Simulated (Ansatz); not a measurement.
`C[SiH](N)[GeH2][NH2]`, charge 0, multiplicity 1.

Give a relaxed structure at PBE0-D4/def2-TZVP (the Gaussian-basis code of Ansatz). (Best estimate.)

The calculation gave: 
```xyz
15

C     0.652    1.873    0.194
Si   -0.058    0.255    0.808
N     0.949   -0.338    2.079
Ge   -0.140   -1.395   -0.924
N    -1.459   -1.078   -2.194
H     1.669    1.737   -0.177
H     0.039    2.279   -0.614
H     0.675    2.618    0.995
H    -1.480    0.522    1.209
H     0.821   -1.279    2.416
H     1.207    0.274    2.837
H     1.182   -1.462   -1.716
H    -0.432   -2.797   -0.345
H    -1.250   -0.280   -2.781
H    -2.373   -0.929   -1.788
```
This is one stationary point; other conformers may exist.
